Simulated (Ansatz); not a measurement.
Q: Name a neutral molecule of C, Cl, Ge, N and H with LUMO energy (B3LYP/def2-TZVPP) between -1.65 and -1.35 eV and HOMO energy (B3LYP/def2-TZVPP) between -7.05 and -6.75 eV (Ansatz, PBE0-D4/def2-TZVP geometry).

A: `CC[N](C)[Ge]([Cl])([Cl])[Cl]` (-1.54 eV, -6.96 eV). Other molecules can fit too; these were computed, each in one conformer that needn't be the lowest.

B3LYP here is the variant with VWN-RPA as its local correlation; programs differ in this.
